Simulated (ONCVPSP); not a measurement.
# He (Z = 2): one change to an ONCV potential, before and after

```json
{
  "Element": "He",
  "Generator": "ONCVPSP 4.0.1",
  "Type": "optimised norm-conserving Vanderbilt (ONCV)",
  "Functional": "PBEsol",
  "Relativity": "scalar-relativistic",
  "Frozen core": "none",
  "Valence charge": "2",
  "Reference configuration": "1s2",
  "Partial waves": "1s: rc 0.70 bohr, ncon 4, nbas 8, qcut 7.2 1/bohr, local",
  "Local potential": "the s channel",
  "Core correction": "none"
}
```

Change: s: rc 0.52.

Cutoffs: the cutoffs (Ha) at which the residual kinetic energy of the hardest occupied pseudo-wave falls to 1 and 0.1 mHa per electron; they do not see the model core or the augmentation charge, which bear on the density cutoff. Errors are all-electron minus pseudo energies relative to the spin-unpolarised reference configuration.

Problem. What does the change do?

Solution. The potential gets harder (270 Ha and 355 Ha → 497 Ha and 638 Ha); neither file shows a bound ghost. A smaller radius makes the pseudo-wave follow the all-electron one further in, where it bends more sharply, so more plane waves are needed.

| quantity | base | changed |
| --- | --- | --- |
| cutoff, loose | 270 Ha | 497 Ha |
| cutoff, tight | 355 Ha | 638 Ha |
| bound ghosts | none | none |
| GHOST(+) flags under 300 eV | none | none |
| error for 1s1, meV [ΔE 26.59 eV] | +28 | +8.1 |
| error for 1s1.5, meV [ΔE 10.39 eV] | +3.3 | +0.7 |
